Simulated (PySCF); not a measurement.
All values below come from B3LYP-D3(BJ)/def2-TZVP (PySCF). Isolated molecules, 0 K electronic values unless said otherwise. One relaxed conformer stands for a flexible species; it need not be the lowest. B3LYP has the VWN-RPA correlation part, as in Gaussian. 

Reference species (SMILES): `BC[SiH3]` (H–B–C–Si torsion 88°) (neutral, multiplicity 1).

```yaml
HOMO–LUMO gap: 7.25 eV
HOMO: -8.83 eV
```

Changed species: `C[SiH2]B` (H–B–Si–C torsion 94°).

Give the shifts of the HOMO–LUMO gap and HOMO.

the HOMO–LUMO gap falls by 1.91 eV, to 5.34 eV; the HOMO rises by 0.94 eV, to -7.89 eV.
